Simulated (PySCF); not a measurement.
# Diatomics with 132 electrons

HF in PySCF with def2-SVP on every atom (core potentials on In, Sn, Sb, Tl, Pb, Bi), for the lowest determinant that a PBE0 search found; no spin–orbit coupling. All have 132 electrons, 8 of them in the valence shells, and the same state, a triplet (π ↑↑). For ions De leads to the atom and ion picked by measured ionisation energies and electron affinities.

```tsv
species	difference of nuclear charges	Re (Å)	ωe (cm⁻¹)	k (mdyn/Å)	De (eV)	dissociates to	Mayer bond order
TlSb	30	3.077	114	0.579	0.52	Tl + Sb	0.92
SnPb	32	2.794	185	1.53	0.64	Sn + Pb	1.97
InBi	34	3.085	112	0.548	0.45	In + Bi	0.93
SnBi⁺	33	2.912	140	0.881	n/a	Sn + Bi⁺	1.35
```

Task: Which member of the whole set has the stiffest bond, and how does it compare with the softest?

Result: SnPb with k = 1.53 mdyn/Å, 2.8 times that of InBi.

Spin–orbit coupling is left out, which matters for elements this heavy, above all for dissociation energies. Hartree–Fock leaves out correlation, which carries a large part of most bond energies and some tenths to 1 eV of ionisation energies. States were picked by a PBE0 search and need not be the measured ground states.
